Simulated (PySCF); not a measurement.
# Atomic charges by several schemes

Compound: C6H8FPSi.
SMILES with atom numbers: `[F:1][c:2]1[cH:3][cH:4][cH:5][c:6]([PH:7][SiH3:8])[cH:9]1` (hydrogens: H10 on C3; H11 on C4; H12 on C5; H13 on P7; H14, H15, H16 on Si8; H17 on C9)

Structure used (GFN2-xTB), in Å, numbered top down from 1:
```
atom  x, y, z in Å
F1    -2.0211    2.1809    1.8560
C2    -1.6142    1.2237    0.9947
C3    -2.5209    0.2614    0.5865
C4    -2.0902   -0.7110   -0.2994
C5    -0.7844   -0.7209   -0.7546
C6     0.1203    0.2466   -0.3281
P7     1.8372    0.3086   -0.9243
Si8    2.8285   -0.5018    0.9164
C9    -0.3082    1.2381    0.5509
H10   -3.5342    0.2834    0.9546
H11   -2.7815   -1.4688   -0.6364
H12   -0.4625   -1.4840   -1.4489
H13    1.7949   -0.9036   -1.6056
H14    2.1653   -1.6931    1.4518
H15    4.1997   -0.8245    0.5257
H16    2.7966    0.5650    1.9164
H17    0.3676    2.0120    0.8839
```

Density: PBE0/pcSseg-1 (PySCF); schemes: Mulliken, IAO, Hirshfeld and ESP-fitted. One conformer (not necessarily the lowest) at the GFN2-xTB geometry, without solvent, vibrations or thermal averaging.

**Question.** Atoms with like bonding are taken together and averaged. Do the Mulliken, IAO, Hirshfeld and ESP-fitted schemes agree on where the charge is highest?

**Answer.** The schemes don't all agree: Mulliken Si8 (+0.372); IAO Si8 (+0.425); Hirshfeld Si8 (+0.256); ESP-fitted C2 (+0.445).

**Question.** For which atoms does the sign change between the 4 schemes (beyond +0.03 e in one, beyond −0.03 e in another)?

**Answer.** C6 and P7. Atomic charges aren't observables, and each scheme defines them in its own way.

**Question.** What partial charge does each atom carry?

**Answer.** In e; atoms taken as equivalent share a row and are averaged (×n: the atom named and its like, n in all):

```
       atom                  environment  Mulliken     IAO  Hirshfeld  ESP-fitted
         F1                aryl fluorine    -0.285  -0.271     -0.087      -0.218
         C2          aromatic C–F carbon    +0.333  +0.301     +0.091      +0.445
         C3           aromatic CH carbon    -0.141  -0.197     -0.067      -0.344
         C4           aromatic CH carbon    -0.060  -0.135     -0.040      -0.115
         C5           aromatic CH carbon    -0.011  -0.169     -0.060      -0.231
         C6  substituted aromatic carbon    -0.459  -0.172     -0.044      +0.292
         P7  three-coordinate phosphorus    +0.047  +0.099     +0.032      -0.367
        Si8                 SiH3 silicon    +0.372  +0.425     +0.256      +0.351
         C9           aromatic CH carbon    -0.066  -0.200     -0.072      -0.471
        H10            aromatic hydrogen    +0.110  +0.171     +0.057      +0.197
        H11            aromatic hydrogen    +0.099  +0.161     +0.057      +0.164
        H12            aromatic hydrogen    +0.088  +0.151     +0.047      +0.129
        H13                 P–H hydrogen    +0.054  -0.014     -0.006      +0.151
H14/H15/H16                Si–H hydrogen    -0.060  -0.105     -0.073      -0.077
        H17            aromatic hydrogen    +0.101  +0.166     +0.052      +0.248
```

Mean size of the charges over all atoms: ESP-fitted 0.233 e, IAO 0.173 e, Mulliken 0.142 e, Hirshfeld 0.070 e. Each set sums to the total charge, 0, to within 0.001 e. The Hirshfeld scheme weights the molecular density at each point by an atom's share of the summed free-atom densities. The Mulliken scheme counts on each atom the diagonal of the density matrix times the overlap matrix over that atom's basis functions.

Some averages cover members that differ in this geometry: H14/H15/H16, ESP-fitted -0.102 to -0.061 e.

**Question.** How many electrons does the ESP-fitted scheme count on C9?

**Answer.** Z − q = 6 − (-0.471) = 6.471.

**Question.** Sum the charges by element, for elements with more than one atom.

**Answer.** 
```
element  atoms  Mulliken     IAO  Hirshfeld  ESP-fitted
      C      6    -0.405  -0.573     -0.192      -0.425
      H      8    +0.271  +0.318     -0.010      +0.658
```

**Question.** How closely do the schemes follow one another over all atoms?

**Answer.** Correlation coefficient and root-mean-square difference: IAO with Hirshfeld 0.95, 0.117 e; Mulliken with IAO 0.87, 0.099 e; Mulliken with Hirshfeld 0.79, 0.134 e; IAO with ESP-fitted 0.70, 0.188 e; Hirshfeld with ESP-fitted 0.66, 0.216 e; Mulliken with ESP-fitted 0.44, 0.249 e.
